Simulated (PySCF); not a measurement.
## Working out the ionisation energy of Ar⁺

Ar⁺ [Ne] 3s2 3p5 (2P) → Ar²⁺ [Ne] 3s2 3p4 (3P). Calculation: PySCF 2.14, in ANO-RCC-VTZP; scalar relativity by spin-free X2C-1e. Frozen: [Ne]. Energies in hartree (1 hartree = 27.21139 eV):

| part | Ar⁺ (lower) | Ar²⁺ (upper) |
| --- | --- | --- |
| UHF | -528.090217 | -527.121631 |
| CCSD correlation | -0.193082 | -0.157850 |
| (T) | -0.005356 | -0.004069 |

What does Hartree-Fock give?

(-527.121631) − (-528.090217) = 0.968586 hartree = 26.357 eV.

What do CCSD and CCSD(T) give?

The CCSD correlation energies differ by 0.035232 hartree = 0.959 eV and the triples by 0.001287 hartree = 0.035 eV, so CCSD gives 27.316 eV and CCSD(T) 27.351 eV.

A first-order spin-orbit estimate adds -0.006 eV to CCSD(T) (valence), giving 27.345 eV against 27.630 eV (measured; NIST Atomic Spectra Database, ionization energies).

What remains against the reference includes basis incompleteness, the frozen core and higher excitations.
